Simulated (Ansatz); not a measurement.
Question: Name a neutral molecule of C, Cl, F, N, O, Si and H with HOMO–LUMO gap (PBE/def2-TZVPP) between 4.05 and 4.35 eV and HOMO–LUMO gap (B3LYP/def2-TZVPP) between 5.95 and 6.25 eV (Ansatz, PBE0-D4/def2-TZVP geometry).

Answer: `NC(=O)[SiH](F)Cl` (4.15 eV, 6.19 eV). Other molecules can fit too; these were computed, each in one conformer that needn't be the lowest.

B3LYP here is the variant with VWN-RPA as its local correlation; programs differ in this.
